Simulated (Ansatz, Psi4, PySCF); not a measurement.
F$_{4}$Si (SMILES F[Si](F)(F)F), singlet, geometry from GFN2-xTB. Base run: PySCF with MP2/STO-3G.

PySCF was given this input:
```python
from pyscf import gto, scf, mp

mol = gto.M(
    atom='''
Si    0.000000   -0.000000    0.000000
F     0.885523    0.904021    0.922295
F    -0.913890   -0.912438    0.885605
F    -0.894010    0.904082   -0.914011
F     0.922377   -0.895666   -0.893889
''',
    basis='sto-3g',
    charge=0,
    spin=0,
    verbose=4,
)

mf = scf.RHF(mol)
mf.kernel()

pt = mp.MP2(mf)
pt.kernel()
print('E(MP2) = %.10f' % pt.e_tot)
```

The same geometry, method and basis name were run in Ansatz (a program for electronic structure) and Psi4 and PySCF, at each program's defaults and at the settings that a row names. The base is PySCF at its defaults. Differences at the defaults can come from grids, fitting, cores and function types together.

```csv
code and settings,ΔE vs base (µEh),basis functions,E (Eh),SCF cycles
"PySCF, defaults (exact integrals, spherical functions, all electrons correlated)",0.0,29,-677.93517,7
"Psi4, defaults (density fitting with its default set, spherical functions, all electrons correlated)",?,29,?,8
"Ansatz, defaults (factorised integrals, spherical functions, frozen core)",3253,29,-677.93192,-
"PySCF, frozen core",3242,29,-677.93193,7
"Psi4, exact integrals, spherical functions, frozen core",3242,29,-677.93193,8
"Ansatz, high accuracy, frozen core",3241,29,-677.93193,-
```

Question: Some entries are withheld; supply them.

Answer: 
- Psi4, defaults (density fitting with its default set, spherical functions, all electrons correlated), ΔE vs base (µEh): -527
- Psi4, defaults (density fitting with its default set, spherical functions, all electrons correlated), E (Eh): -677.93570
